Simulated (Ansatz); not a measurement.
Reaction (formal hydrolysis of a B–O bond): `OB(O)O[Si](Cl)(Cl)Cl` + H₂O → `OB(O)O` + `O[Si](Cl)(Cl)Cl`

Computed with Ansatz on PBE0-D4/def2-TZVP structures; ΔE is electronic, products minus reactants. CCSD(T)/CBS adds triple-zeta CCSD(T) − MP2 to the extrapolated MP2 energy (def2 sets, frozen cores). This one scheme is used for every species. Each species was taken in one conformer, which may not be the lowest.

`OB(O)O[Si](Cl)(Cl)Cl`:

Cartesian coordinates in Å:
```
O -1.758 0.321 -0.008
B -0.865 -0.694 -0.118
O -1.282 -1.975 -0.302
O 0.482 -0.412 -0.040
Si 1.362 0.925 0.164
Cl 0.942 1.807 1.937
Cl 1.037 2.242 -1.339
Cl 3.306 0.361 0.145
H -2.669 0.024 -0.075
H -0.555 -2.599 -0.365
```

H₂O:

Cartesian coordinates in Å:
```
O 0.082 0.148 0.351
H -0.291 -0.714 0.153
H 0.210 0.566 -0.503
```

`OB(O)O`:

```xyz
7

O    -0.093   -0.470   -1.279
B     0.000    0.000    0.000
O     0.110   -0.876    1.043
O    -0.017    1.345    0.237
H    -0.069   -1.428   -1.316
H     0.167   -0.427    1.889
H    -0.098    1.855   -0.572
```

`O[Si](Cl)(Cl)Cl`:

```xyz
6

O     0.266    1.323   -0.045
Si    0.077   -0.282   -0.082
Cl    0.157   -1.078    1.785
Cl   -1.711   -0.795   -0.899
Cl    1.582   -1.015   -1.206
H    -0.370    1.846    0.447
```

```csv
level,ΔE (kJ/mol)
HF/def2-TZVPP,-3.5
CCSD(T)/def2-TZVPP,1.3
```

Task: What does CCSD(T)/CBS give? (Best estimate.)

Result: Computed: +3.0 kJ/mol. The listed levels differ from it by -6.5, -1.7 kJ/mol.

Largest T1 diagnostic among the species: 0.012.

In def2-TZVPP, CCSD(T) changes the Hartree–Fock value by +4.8 kJ/mol (the triples alone add +0.8 kJ/mol) and MP2 by +4.7 kJ/mol. The D4 term adds +10.5 kJ/mol with B3LYP and +6.5 kJ/mol with PBE0; it sums over pairs of atoms, weighted by their polarisabilities, and B3LYP, whose exchange is more repulsive, gets the larger term.

B3LYP here is the variant with VWN-RPA as its local correlation; programs differ in this.
